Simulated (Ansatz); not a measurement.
Reaction (cleavage of the B–Si bond): `B[SiH2][AsH]C` + `C=CN[SiH3]` → `BN([SiH3])C=C` + `C[AsH][SiH3]`

Calculated with Ansatz (gas phase, PBE0-D4/def2-TZVP geometries, no zero-point term in ΔE). CCSD(T)/CBS adds triple-zeta CCSD(T) − MP2 to the extrapolated MP2 energy (def2 sets, frozen cores). This one scheme is used for every species. Functionals use def2-TZVPP. B3LYP here is the variant with VWN-RPA as its local correlation; programs differ in this. For As outer-core shells are correlated without core-valence functions, which leaves a few kJ/mol of doubt a bond. Scalar relativity is left out up to krypton. One conformer a species, not always the lowest.

Task: Is it downhill or uphill in electronic energy at CCSD(T)/CBS, and by how much? (An estimate is asked.)

Result: Ansatz gave: Downhill: ΔE = -37.0 kcal/mol.

Task: What do these levels give: B3LYP-D4, HF/def2-TZVPP, MP2/def2-TZVPP, SCS-MP2/def2-TZVPP, MP2/def2-QZVPP, CCSD/CBS(def2)? (Best estimate.)

Result: The calculation gave: B3LYP-D4 -36.1, HF/def2-TZVPP -35.4, MP2/def2-TZVPP -38.7, SCS-MP2/def2-TZVPP -38.1, MP2/def2-QZVPP -38.5, CCSD/CBS(def2) -36.4 kcal/mol.

Largest T1 diagnostic among the species: 0.013.

From PBE to PBE0 (25 % exact exchange), in def2-TZVPP and without D4, ΔE moves by −0.7 kcal/mol. The D4 term adds −1.0 kcal/mol with B3LYP and −0.5 kcal/mol with PBE0; it sums over pairs of atoms, weighted by their polarisabilities, and B3LYP, whose exchange is more repulsive, gets the larger term.
